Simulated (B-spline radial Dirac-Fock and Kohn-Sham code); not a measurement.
**Magnetic form factor of the 4d shell of Lu³¹⁺**

System: the Lu³¹⁺ ion, configuration 1s2 2s2 2p6 3s2 3p6 3d10 4s2 4p6 4d4.

The computed values come from a radial B-spline solver: relativistic Hartree-Fock (Dirac-Fock) wave functions, averaged over the configuration. ⟨j_K⟩ is the integral of the 4d radial density with the spherical Bessel function j_K(4πsr), s = sin θ/λ.

```
s (Å⁻¹)     ⟨j0⟩    ⟨j2⟩    ⟨j4⟩
      0   1.0000  0.0000  0.0000
   0.05   0.9956  0.0018  0.0000
    0.1   0.9825  0.0070  0.0000
   0.15   0.9609  0.0155  0.0001
    0.2   0.9315  0.0270  0.0003
   0.25   0.8948  0.0412  0.0006
    0.3   0.8517  0.0576  0.0013
   0.35   0.8030  0.0756  0.0023
    0.4   0.7499  0.0947  0.0038
   0.45   0.6934  0.1144  0.0059
    0.5   0.6346  0.1340  0.0086
    0.6   0.5143  0.1710  0.0162
    0.7   0.3972  0.2018  0.0267
    0.8   0.2899  0.2236  0.0398
    0.9   0.1971  0.2350  0.0549
      1   0.1218  0.2358  0.0709
    1.1   0.0645  0.2266  0.0867
    1.2   0.0247  0.2094  0.1011
    1.4  -0.0115  0.1594  0.1220
    1.6  -0.0084  0.1035  0.1287
```

Radial moments of the shell: ⟨r²⟩ = 0.2396, ⟨r⁴⟩ = 0.08417, ⟨r⁶⟩ = 0.03923 in powers of bohr.
